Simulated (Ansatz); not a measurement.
A search over several starts for the lowest SCF solution of Co(NH2)3 (CoN3H6) at the given spin, in a small basis.

```yaml
crystal:
  periodic: [false, false, false]
  atoms:
    - {symbol: Co, position_ang: [0.172459, -0.324996, 0.060012]}
    - {symbol: N, position_ang: [1.912092, 0.088169, 0.045618]}
    - {symbol: H, position_ang: [2.363923, 0.610183, -0.702200]}
    - {symbol: H, position_ang: [2.461042, 0.208215, 0.895819]}
    - {symbol: N, position_ang: [-0.656960, 1.243878, -0.303231]}
    - {symbol: H, position_ang: [-0.161438, 2.030066, 0.118024]}
    - {symbol: H, position_ang: [-1.608285, 1.253642, 0.065518]}
    - {symbol: N, position_ang: [-1.130081, -1.543296, -0.068023]}
    - {symbol: H, position_ang: [-1.581287, -1.961561, 0.744417]}
    - {symbol: H, position_ang: [-1.771454, -1.604309, -0.855941]}
basis:
  gaussian: {orbitals: def2-SVP, initial_orbitals: start.molden}
magnetization: {spin_polarized: true, initial_magnetization: 2}
hamiltonian: {xc: pbe0, dispersion: d4}
output: {orbitals: {seedname: orbitals}}
```

The file start.molden holds the orbitals of an earlier run on this structure, at another level or in another basis.

```sh
$ ansatz run in.yaml --threads 4 --pin off --events-out ev --progress --plain --max-ram 4787MiB
```

Output, abridged:

```
Functional definition: PBE0
1074 factors; integrals over basis functions are off by at most 1.0e-3 eV
mean field evaluation 1: about -42174.1676 eV, gradient 6.0e-1 eV
mean field evaluation 2: about -42174.4492 eV, gradient 3.5e-4 eV
mean field evaluation 4: about -42174.4492 eV, gradient 2.6e-5 eV
mean field evaluation 8: about -42174.4492 eV, gradient 1.1e-5 eV
mean field evaluation 16: about -42174.1438 eV, gradient 8.2e-1 eV
mean field evaluation 32: about -42174.4488 eV, gradient 2.7e-2 eV
mean field evaluation 64: about -42174.4492 eV, gradient 1.7e-5 eV
mean field -42174.44920573 eV, -1549.8824214420 hartree, gradient 7.3e-6 eV, S^2 2.046009; 7 other end points of the search recorded, 0 dependent functions left out
reference -42174.44924693 eV, -1549.8824229563 hartree; 28, 26 occupied and 75, 77 virtual orbitals, 1074 factors
Total energy: -42174.58545783 eV, -1549.8874286145 hartree
```

Hardware: 4 threads of Intel Xeon 6975P-C on a shared host. Wall time 5.5 s.
